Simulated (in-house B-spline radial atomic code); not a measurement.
Values are calculated unless marked as measured or tabulated.
Extrapolating the RPA correlation energy in partial waves: the nitrogen ion N³⁺

All-electron RPA on PBE orbitals from an all-electron radial atomic-structure program (B-spline basis), non-relativistic, point nucleus, configuration [He] 2s2. With empty states up to angular momentum L the sums are:

```
L  E_c(L) (hartree)
2         -0.241941
3         -0.247644
4         -0.249778
5         -0.250745
```

For large l each further wave adds A/(l + 1/2)⁴, because the basis must build the cusp where two electrons meet.

(1) Estimate the limit from L = 4 and L = 5.

(2) How good is the estimate?

## Answers

(1) Wave 5 adds -0.000967, against a sum of (l + 1/2)⁻⁴ of 1.09282e-03, so A = -0.88487. The sum over l > 5 is ζ(4, 6.5) = 1.5223e-03, close to 1/(3 × 6³) = 1.5432e-03. The tail is -0.001347 and the limit -0.25209 hartree.

(2) A run to L = 11 sums to -0.25190 and extrapolates to -0.25205 hartree, 0.00 millihartree from the run before. The estimate differs from that by -0.04 millihartree, while the bare sum at L = 5 misses 1.3 millihartree (0.5 %).
